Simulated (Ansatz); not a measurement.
The cluster Hg2Br4⁻, relaxed as a doublet with UKS r2SCAN-D4/def2-SVPD in Ansatz, starting from the GFN1-xTB geometry. Force threshold 0.02 eV/Å.

In the def2 sets Hg takes a core potential; there is no spin–orbit coupling. Another isomer (doublet) lies 0.10 eV lower at PBE0-D4/def2-SVP; other spin states weren't run for this one.

Start:

```xyz
6

Hg    0.5677    0.4508    1.6352
Hg   -0.3048   -0.1951   -0.7855
Br    1.2327   -1.9973   -1.8021
Br   -0.2871    1.8447   -2.3657
Br    1.5103    0.9916    3.9485
Br   -2.7189   -1.0947   -0.6304
```

| step | energy (eV) | largest force component (eV/Å) | SCF passes |
| --- | --- | --- | --- |
| 1 | -288514.6920 | 0.435 | 23 |
| 2 | -288514.8972 | 0.304 | 28 |
| 3 | -288515.0055 | 0.303 | 26 |
| 4 | -288515.0530 | 0.189 | 26 |
| 5 | -288515.0959 | 0.143 | 25 |
| 6 | -288515.1460 | 0.172 | 26 |
| 7 | -288515.1899 | 0.161 | 25 |
| 8 | -288515.2037 | 0.104 | 24 |
| 9 (rejected) | -288515.2015 | 0.123 | 25 |
| 10 | -288515.2105 | 0.034 | 21 |
| 11 | -288515.2109 | 0.031 | 22 |
| 12 | -288515.2115 | 0.007 | 22 |

Force components are those of the run's own axes.

End:

```xyz
6

Hg    0.7173    0.1701    1.3257
Hg   -0.8454    0.0839   -1.1484
Br    1.4876   -1.6187   -0.7862
Br   -0.1424    2.0240   -2.6365
Br    1.6721    0.6240    3.7231
Br   -2.8893   -1.2832   -0.4775
```

Bonds formed: Hg1–Br3 (atoms count from 1).

No frequencies were taken in this run, so the end may be a saddle point.

It took 3.4 min on 4 threads of Arm Neoverse V2 on a shared host, peak host memory 0.58 GiB.
